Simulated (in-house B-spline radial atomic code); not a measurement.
The iron ion Fe²⁺: [Ne] 3s2 3p5 3d6 5f1 (an excited or competing configuration)

Method: Dirac-Hartree-Fock, average of configuration, Fermi nucleus of rms radius 3.7377 fm. Calculated with a radial B-spline atomic code at the basis-set limit.

Screening seen three ways: the hydrogenic charge with the same mean radius, Z_r = [3n² - l(l+1)]/(2<r>), the one with the same energy, Z_e = n√(-2ε), and Slater's rules. Values are occupation-weighted means over j.

```
shell  electrons   ε (eV)  <r> (bohr)    Z_r    Z_e  Slater
   1s          2  -7219.4     0.05841  25.68  23.04   25.70
   2s          2  -921.13       0.265  22.64  16.46   21.85
   2p          6  -786.99      0.2351  21.27  15.21   21.85
   3s          2  -149.37      0.8034  16.80   9.94   15.10
   3p          5   -110.8      0.8436  14.82   8.56   15.10
   3d          6  -50.342      0.9744  10.78   5.77    7.25
   5f          1  -4.9283       10.39   3.03   3.01    3.00
```

The least bound orbital is 5f5/2 at -4.928 eV, and it is also the most diffuse (<r> = 10.39 bohr).

Spin-orbit splittings of the orbital energies (j = l + 1/2 above j = l - 1/2 when positive): 2p 12.71 eV, 3p 1.669 eV, 3d 0.1766 eV, 5f -0.0001292 eV.

For the 1s electron the small component carries 0.875 % of the norm, the zero-frequency Breit interaction raises the level by 8.335 eV, self-energy by 4.123 eV, and vacuum polarisation lowers it by 0.3514 eV.
